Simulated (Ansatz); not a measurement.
`FBBCl` + HBr → `ClBBr` + `BF` at 700 K and 1 bar (cleavage of the B–B bond).

Gas-phase electronic energies from Ansatz, PBE0-D4/def2-TZVP geometries. CCSD(T)/CBS is the MP2 limit (def2-TZVPP, def2-QZVPP) plus CCSD(T) − MP2 in def2-TZVPP, frozen cores. This one scheme is used for every species. For Br outer-core shells are correlated without core-valence functions, which leaves a few kJ/mol of doubt a bond. Scalar relativity is left out up to krypton. One conformer a species, not always the lowest.

| species | CCSD(T)/CBS energy (Eh) | H − E (kJ/mol) | S (J/(mol·K)) |
| --- | --- | --- | --- |
| `FBBCl` | -610.41691 | 126.1 | 379.2 |
| HBr | -2573.91920 | 36.5 | 223.7 |
| `ClBBr` | -3058.55678 | 74.5 | 336.7 |
| `BF` | -125.82039 | 88.4 | 262.0 |

H − E and S are ideal-gas, rigid-rotor, harmonic terms from PBE0-D4/def2-TZVP, for one conformer and one mirror image of each species. 1 Eh = 2625.50 kJ/mol, R = 8.31446 J/(mol·K).

Q: By hand: ΔE, ΔH, ΔS and ΔG.

A: ΔE = (-3058.55678) + (-125.82039) − (-610.41691) − (-2573.91920) = -0.04106 Eh = -107.8 kJ/mol. Δ(H − E) = 74.5 + 88.4 − 126.1 − 36.5 = 0.3, so ΔH = -107.5 kJ/mol. ΔS = 336.7 + 262.0 − 379.2 − 223.7 = -4.2 J/(mol·K). ΔG = -107.5 − 700 × (-4.2)/1000 = -104.6 kJ/mol.

Q: By hand: the equilibrium constant, and the temperature at which ΔG would vanish if ΔH and ΔS stayed fixed.

A: log₁₀ K = −ΔG/(RT ln 10) = 7.8. ΔG = 0 at ΔH/ΔS = 25595 K, far beyond where these terms or the molecules hold.

The number of gas molecules stays the same, so ΔS is small and ΔH decides. A doubt of 5 kJ/mol in ΔE shifts log₁₀ K by 0.4 here. Other conformers and mirror images would add mixing entropy, several J/(mol·K) or more a flexible species. These are equilibria of isolated gas molecules and say nothing of rates. Largest T1 diagnostic: 0.014 (customary marks: 0.02 for closed shells, 0.045 for open ones).
